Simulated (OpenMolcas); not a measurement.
**Ce3+: ligand-field states by method**

Ce3+ with 6 ligands (iodide) in tetragonal octahedral coordination (D4h) at 3.14 Å, the axial distance 3.203 Å. A charge of +0.5 e stands 2.6 Å behind each ligand. Ligand basis ANO-RCC-VDZP.
```
Ce    0.0000    0.0000    0.0000
I     3.1400    0.0000    0.0000
I     0.0000    3.1400    0.0000
I    -3.1400    0.0000    0.0000
I     0.0000   -3.1400    0.0000
I     0.0000    0.0000    3.2028
I     0.0000    0.0000   -3.2028
```

| Quantity | Value |
| --- | --- |
| Program | OpenMolcas |
| Basis | ANO-RCC-VDZP [7s6p4d2f1g] |
| Scalar Hamiltonian | DKH2, point nucleus |
| Active space | 1 electron in 7 orbitals (4f) |
| State averaging | 2S+1 = 2 odd, 7 roots |
| Spin-orbit coupling | RASSI with atomic mean-field integrals over the reference wave functions |

I. CASSCF
II. SS-CASPT2, IPEA 0.25 Eh, imaginary shift 0.1 Eh (closed shells correlated: 5s 5p and the ligand valence shells)

Spin-free states (labels of D4, the rotations of D4h) in cm-1, each column counted from its own energy of the first state listed:

| State | Degeneracy | I | II |
| --- | --- | --- | --- |
| 2B1 | 1 | 0 | 0 |
| 2E | 2 | 125 | -70 |
| 2B2 | 1 | 133 | 150 |
| 2A2 | 1 | 401 | 450 |
| 2E | 2 | 449 | 330 |

II puts a state of multiplicity 2 lowest, 67 cm-1 below that state.

With spin-orbit coupling the lowest J multiplet is 269 (I), 259 (II) cm-1 wide, a factor of 0.96 from I to II.

χT at 300 K: I 0.75, II 0.75 cm3 K/mol.

Over all roots computed the reference weight is 0.72 in II; a low but even weight reflects the number of correlated electrons. Splittings of an f shell from a small cluster at a set distance can be off by tens of per cent, mostly too small (holds for II). No measured value stands beside these numbers; the geometry was imposed, not optimised, and the real ion may take another.
